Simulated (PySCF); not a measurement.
Compound: C₂H₇ClO₂Si.
Atom-mapped SMILES: `[CH3:1][O:2][SiH:3]([Cl:4])[O:5][CH3:6]` (hydrogens: H7, H8, H9 on C1; H10 on Si3; H11, H12, H13 on C6)

The calculation used PBE0-D3(BJ)/def2-SVP geometry optimisation, gas phase (PySCF).

List the bond lengths, angles and torsions at this level.

| bond | length (Å) | order |
| --- | --- | --- |
| C1–O2, O5–C6 | 1.404 | single |
| O2–Si3, Si3–O5 | 1.639 | single |
| Si3–Cl4 | 2.073 | single |
| C1–H7 and 5 like bonds | 1.102 | single |
| Si3–H10 | 1.476 | single |

Bonds in one row agree within 0.01 Å and their mean is given. Orders are formal, as drawn. A selection of angles:
| angle | degrees |
| --- | --- |
| O2–C1–H7 | 108.6 |
| O2–C1–H8 | 111.6 |
| H7–C1–H8 | 108.5 |
| C1–O2–Si3 | 128.3 |
| O2–Si3–Cl4 | 107.2 |
| O2–Si3–O5 | 109.1 |
| O2–Si3–H10 | 113.9 |
| Cl4–Si3–O5 | 110.1 |
| Cl4–Si3–H10 | 109.0 |
| O5–Si3–H10 | 107.5 |
| Si3–O5–C6 | 125.6 |
| O5–C6–H12 | 108.4 |
| H11–C6–H12 | 108.7 |

Torsions: C1–O2–Si3–Cl4 -45° (synclinal); O2–Si3–O5–C6 61° (synclinal). The mirror-image conformer, all signs reversed, is as good.

Si3 (chlorine-bound silicon) is distorted tetrahedral (angles from 107.2° to 113.9°). Of the pairs four or more bonds apart, Cl4···H8 is among the closest relative to their van der Waals radii: 2.94 Å, 100 % of the sum of Bondi's values. O2 (silyl ether oxygen) is bent (angle 128.3°).

Point group: C1 (no symmetry element, even within 0.4 Å). No frequency check. One conformer, not necessarily the lowest.

Time: 5.9 min wall; peak memory 0.53 GiB. Hardware: an Arm Neoverse N1 with one thread, shared host with 64 logical CPUs at a one-minute load of 60. That covers the optimisation of the geometry.
